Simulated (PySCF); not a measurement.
# From computed data to an observable: refractive index and permittivity of the vapour

C₄H₅FO, SMILES O=C1CC[C@@H]1F.

Geometry: ωB97X-D3(BJ)/def2-SVP. The structure was generated by enumeration; whether it is a known compound was not checked.

PBE/def2-TZVP (PySCF) gives a mean static polarisability of 49.3 bohr³ and a dipole moment of 3.44 D. Take an ideal gas at 298.15 K and 0.01 bar, whether or not the substance is that volatile.

**Question.** Work out n − 1 in the optical limit and the static ε − 1.

**Answer.** 
Polarisability volume α' = 49.3 × 0.148185 = 7.31 Å³. Number density N = p/kT = 2.43e-7 Å⁻³.
Dilute limit of Lorentz–Lorenz: n − 1 = 2π N α' = 1.1e-5.
Orientation term of Debye: μ²/(3kT) = 8.098 Å³ × μ²(D²) = 95.83 Å³.
ε − 1 = 4π N (α' + μ²/3kT) = 0.00031. Orientation of the dipole supplies 93 % of the static response; it can't follow optical fields. Vibrational polarisation and dispersion are left out.
